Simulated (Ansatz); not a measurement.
Molecule: IBr (charge 0, singlet). 
Coordinates optimised at B3LYP-D3(BJ)/def2-TZVP (Ansatz, a quantum-chemistry and plane-wave program):
```xyz
2

I      0.0000     0.0000    -0.9942
Br     0.0000     0.0000     1.5056
```
Charge 0, spin multiplicity 1.

Basis-set convergence of Hartree-Fock and CCSD(T) correlation energies (hartree) with Ansatz. Cores are frozen in the correlated levels unless marked. No spin-orbit coupling. Frozen are the shells of the preceding noble gas and the d and f shells that filled before the atom's block. In def2 rows, elements after Kr have scalar-relativistic effective core potentials.

```csv
basis,functions,E(HF),"E(corr, CCSD(T))"
def2-SVP,58,-2868.75248,-0.24344
def2-TZVPP,98,-2869.08177,-0.33967
def2-QZVPP,171,-2869.13387,-0.37892
```

Extrapolating the two largest sets (X = 3 and 4) as X^-3: E(corr) = (64·(-0.37892) - 27·(-0.33967))/37 = -0.4076 Eh, an estimate of the basis-set limit. The largest set recovers 93.0 % of it, the smallest 59.7 %.
